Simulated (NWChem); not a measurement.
System: C$_{4}$H$_{5}$NO; SMILES C1OC(C=N1)=C

NWChem printed, in part:

```
             Northwest Computational Chemistry Package (NWChem) 7.3.0
             --------------------------------------------------------

 CS  symmetry detected

                             Geometry "geometry" -> ""
                             -------------------------

 Output coordinates in angstroms (scale by  1.889725989 to convert to a.u.)

  No.       Tag          Charge          X              Y              Z
 ---- ---------------- ---------- -------------- -------------- --------------
    1 C                    6.0000     0.05799998    -2.12555945     0.00000000
    2 C                    6.0000     0.02753486    -0.77233020     0.00000000
    3 C                    6.0000     1.14885403     0.17897065     0.00000000
    4 N                    7.0000     0.76003193     1.40955055     0.00000000
    5 C                    6.0000    -0.67862961     1.37104471     0.00000000
    6 O                    8.0000    -1.10706458    -0.00928392     0.00000000
    7 H                    1.0000     1.02785763    -2.63919231     0.00000000
    8 H                    1.0000    -0.86467229    -2.72074201     0.00000000
    9 H                    1.0000     2.21286596    -0.11132183     0.00000000
   10 H                    1.0000    -1.08715685     1.88295967    -0.90202200
   11 H                    1.0000    -1.08715685     1.88295967     0.90202200

 Effective nuclear repulsion energy (a.u.)     222.8079394039

      Symmetry information
      --------------------

 Group name             Cs
 Group number              2
 Group order               2
 No. of unique centers    10

                                 NWChem DFT Module
                                 -----------------

 Summary of "ao basis" -> "ao basis" (spherical)
 ------------------------------------------------------------------------------
       Tag                 Description            Shells   Functions and Types
 ---------------- ------------------------------  ------  ---------------------
 C                          def2-svp                 6       14   3s2p1d
 N                          def2-svp                 6       14   3s2p1d
 O                          def2-svp                 6       14   3s2p1d
 H                          def2-svp                 3        5   2s1p

      Symmetry analysis of basis
      --------------------------

        a'         77
        a"         32

            General Information
            -------------------
          SCF calculation type: DFT
          Wavefunction type:  closed shell.
          No. of atoms     :    11
          No. of electrons :    44
           Alpha electrons :    22
            Beta electrons :    22
          Charge           :     0
          Spin multiplicity:     1
          Use of symmetry is: on ; symmetry adaption is: on
          Maximum number of iterations: 150
          AO basis - number of functions:   109
                     number of shells:    51
          Convergence on energy requested:  1.00D-06
          Convergence on density requested:  1.00D-05
          Convergence on gradient requested:  5.00D-04

              XC Information
              --------------
                         MN15 Method XC Functional
                     Hartree-Fock (Exact) Exchange  0.440
                          MN15 Exchange Functional  1.000
                        MN15 Correlation Potential  1.000

             Grid Information
             ----------------
          Grid used for XC integration:  xcoarse
          Radial quadrature: Mura-Knowles
          Angular quadrature: Lebedev.
          Tag              B.-S. Rad. Rad. Pts. Rad. Cut. Ang. Pts.
          ---              ---------- --------- --------- ---------
          C                   0.70       21          11.0       194
          N                   0.65       21          11.0       194
          O                   0.60       21           9.0       194
          H                   0.35       21          12.0       194
          Grid pruning is: on
          Number of quadrature shells:   210
          Spatial weights used:  Erf1

      Superposition of Atomic Density Guess
      -------------------------------------

 Sum of atomic energies:        -281.93097262

      Non-variational initial energy
      ------------------------------

 Total energy =    -285.489733
 1-e energy   =    -823.226992
 2-e energy   =     314.929320
 HOMO         =      -0.255305
 LUMO         =      -0.051228

      Symmetry analysis of molecular orbitals - initial
      -------------------------------------------------

  Numbering of irreducible representations:

     1 a'          2 a"

  Orbital symmetries:

     1 a'          2 a'          3 a'          4 a'          5 a'
     6 a'          7 a'          8 a'          9 a'         10 a'
    11 a'         12 a'         13 a'         14 a"         15 a'
    16 a'         17 a'         18 a'         19 a"         20 a"
    21 a'         22 a"         23 a"         24 a"         25 a'
    26 a'         27 a'         28 a'         29 a'         30 a"
    31 a'         32 a'

     ---------------------------------------------
      Total Density - Mulliken Population Analysis
     ---------------------------------------------

    Atom       Charge   Shell Charges
 -----------   ------   -------------------------------------------------------
    1 C    6     6.34   1.99  0.97  0.28  2.05  1.04  0.02
    2 C    6     5.71   1.99  0.95  0.19  1.73  0.78  0.07
    3 C    6     5.73   1.99  0.97  0.27  1.78  0.68  0.05
    4 N    7     7.53   1.99  1.09  0.56  2.37  1.49  0.03
    5 C    6     5.55   1.99  0.93  0.16  1.71  0.71  0.07
    6 O    8     8.57   1.99  1.10  0.68  2.93  1.85  0.01
    7 H    1     0.89   0.66  0.21  0.03
    8 H    1     0.89   0.66  0.21  0.03
    9 H    1     0.92   0.67  0.23  0.02
   10 H    1     0.93   0.69  0.22  0.02
   11 H    1     0.93   0.69  0.22  0.02

   convergence    iter        energy       DeltaE   RMS-Dens  Diis-err
 ---------------- ----- ----------------- --------- --------- ---------
 d= 0,ls=0.0,diis     1   -284.6188392751 -5.07D+02  1.06D-02  1.07D+00
 d= 0,ls=0.0,diis     2   -284.6464602893 -2.76D-02  6.17D-03  7.38D-01
 d= 0,ls=0.0,diis     3   -284.7127443544 -6.63D-02  2.07D-03  1.21D-01
 d= 0,ls=0.0,diis     4   -284.7248644672 -1.21D-02  7.36D-04  1.32D-02
 d= 0,ls=0.0,diis     5   -284.7262876455 -1.42D-03  1.85D-04  6.38D-04
  Resetting Diis
 d= 0,ls=0.0,diis     6   -284.7263544932 -6.68D-05  6.66D-05  9.56D-05
 d= 0,ls=0.0,diis     7   -284.7263651330 -1.06D-05  3.12D-05  5.55D-06
 d= 0,ls=0.0,diis     8   -284.7263646850  4.48D-07  1.76D-05  9.63D-06
 d= 0,ls=0.0,diis     9   -284.7263658021 -1.12D-06  2.98D-06  1.93D-07
 d= 0,ls=0.0,diis    10   -284.7263658232 -2.11D-08  1.46D-06  1.36D-08

         Total DFT energy =     -284.726365823194
      One electron energy =     -826.992645900362
           Coulomb energy =      357.961036754970
    Exchange-Corr. energy =      -38.502696081721
 Nuclear repulsion energy =      222.807939403919

 Numeric. integr. density =       44.001159653115

                  Occupations of the irreducible representations
                  ----------------------------------------------

                     irrep           alpha         beta
                     --------     --------     --------
                     a'               18.0         18.0
                     a"                4.0          4.0

                       DFT Final Molecular Orbital Analysis
                       ------------------------------------

 Vector   20  Occ=2.000000D+00  E=-3.780729D-01  Symmetry=a"
              MO Center=  4.0D-01,  6.3D-01, -1.2D-15, r^2= 2.1D+00
   Bfn.  Coefficient  Atom+Function         Bfn.  Coefficient  Atom+Function
  ----- ------------  ---------------      ----- ------------  ---------------
    48     -0.377554   4 N  pz               34      0.364350   3 C  pz
    76     -0.317852   6 O  pz               51      0.245595   4 N  pz
    37      0.232857   3 C  pz               79     -0.232499   6 O  pz
    62     -0.089497   5 C  pz              100      0.076468  10 H  s
   105     -0.076468  11 H  s                20      0.047947   2 C  pz

 Vector   21  Occ=2.000000D+00  E=-3.411076D-01  Symmetry=a'
              MO Center=  7.3D-01,  1.1D+00,  5.6D-16, r^2= 2.0D+00
   Bfn.  Coefficient  Atom+Function         Bfn.  Coefficient  Atom+Function
  ----- ------------  ---------------      ----- ------------  ---------------
    47      0.404430   4 N  py               46      0.308870   4 N  px
    50     -0.293117   4 N  py               45     -0.212247   4 N  s
    44     -0.204024   4 N  s                49     -0.190340   4 N  px
    60      0.171658   5 C  px               17     -0.170208   2 C  s
    33      0.143992   3 C  py               75     -0.144044   6 O  py

[...]

                         DFT ENERGY GRADIENTS

    atom               coordinates                        gradient
                 x          y          z           x          y          z
   1 C       0.109604  -4.016725   0.000000   -0.001001  -0.008661   0.000000
   2 C       0.052033  -1.459492   0.000000    0.008009   0.008248   0.000000
   3 C       2.171019   0.338205   0.000000   -0.001986  -0.012304   0.000000
   4 N       1.436252   2.663664   0.000000    0.000831   0.020410   0.000000
   5 C      -1.282424   2.590899   0.000000    0.009952   0.003749   0.000000
   6 O      -2.092049  -0.017544   0.000000   -0.016266  -0.011382   0.000000
   7 H       1.942369  -4.987350   0.000000    0.004344  -0.002486   0.000000
   8 H      -1.633994  -5.141457   0.000000   -0.004260  -0.003545   0.000000
   9 H       4.181710  -0.210368   0.000000    0.006356  -0.001239   0.000000
  10 H      -2.054429   3.558278  -1.704574   -0.002990   0.003604  -0.005834
  11 H      -2.054429   3.558278   1.704574   -0.002990   0.003604   0.005834
```

Level: MN15/def2-SVP. Coordinates come from a PBE-D3(BJ)/def2-SVP optimisation.

**Question.** Write an input that gives this output.

**Answer.** Several could match; the one computed here: the input that was run:
```
start job
memory heap 200 mb stack 900 mb global 1100 mb
geometry units angstroms noautoz
  C      0.044173    -2.121427     0.000000
  C      0.023094    -0.768019     0.000000
  C      1.150984     0.175482     0.000000
  N      0.770706     1.408729     0.000000
  C     -0.668188     1.380202     0.000000
  O     -1.106186     0.002878     0.000000
  H      1.010445    -2.641774     0.000000
  H     -0.882605    -2.710196     0.000000
  H      2.212957    -0.122183     0.000000
  H     -1.073155     1.894938    -0.902022
  H     -1.073155     1.894938     0.902022
end
basis spherical
  * library def2-svp
end
dft
  xc mn15
  grid xcoarse
  iterations 150
  mulliken
end
task dft gradient
```
